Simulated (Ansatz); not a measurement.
C2H2O, SMILES `C#CO` (charge 0, multiplicity 1).

Computed with frozen-core CCSD(T)/6-31g // B3LYP-D3(BJ)/def2-TZVP in Ansatz (an electronic-structure program).

Ansatz 0.2 input:
```yaml
crystal:
  periodic: [false, false, false]
  atoms:
    - { symbol: C, position_ang: [1.086322, 0.139531, 0.004813] }
    - { symbol: C, position_ang: [-0.045388, -0.160881, 0.255862] }
    - { symbol: O, position_ang: [-1.255546, -0.568597, 0.536312] }
    - { symbol: H, position_ang: [2.086295, 0.41339, -0.218181] }
    - { symbol: H, position_ang: [-1.871676, 0.17656, 0.546918] }
basis:
  gaussian: { orbitals: "6-31g" }
correlation:
  method: ccsd_t
```

Output:

```
Functional definition: HF
393 factors; integrals over basis functions are off by at most 2.3e-4 eV
mean field evaluation 1: about -4123.5472 eV, gradient 2.4e1 eV
mean field evaluation 2: about -4123.5596 eV, gradient 2.4e1 eV
mean field evaluation 4: about -4125.1413 eV, gradient 3.3e0 eV
mean field evaluation 8: about -4125.1768 eV, gradient 4.4e-4 eV
mean field evaluation 16: about -4125.1627 eV, gradient 2.8e-1 eV
mean field -4125.17675061 eV, -151.5974494396 hartree, gradient 6.2e-6 eV, S^2 0.000000; 0 other end points of the search recorded, 0 dependent functions left out
3 core orbitals not correlated
reference -4125.17675061 eV, -151.5974494396 hartree; 8, 8 occupied and 20, 20 virtual orbitals, 393 factors
second order -8.10733219 eV of doubles, -0.00000000 eV of singles
cycle   1  -8.08392549 eV  change    2.3e-2 eV  update   8.1e-2
cycle   2  -8.35954001 eV  change   -2.8e-1 eV  update   2.9e-2
cycle   3  -8.46689769 eV  change   -1.1e-1 eV  update   1.5e-2
cycle   4  -8.47713602 eV  change   -1.0e-2 eV  update   4.6e-3
cycle   5  -8.48030796 eV  change   -3.2e-3 eV  update   1.7e-3
cycle   6  -8.48024552 eV  change    6.2e-5 eV  update   3.7e-4
cycle   7  -8.48022815 eV  change    1.7e-5 eV  update   1.0e-4
cycle   8  -8.48029749 eV  change   -6.9e-5 eV  update   3.2e-5
cycle   9  -8.48031408 eV  change   -1.7e-5 eV  update   1.2e-5
perturbative correction -0.23599573 eV, -0.0086726830 hartree
Total energy: -4133.89306041 eV, -151.9177679168 hartree
```
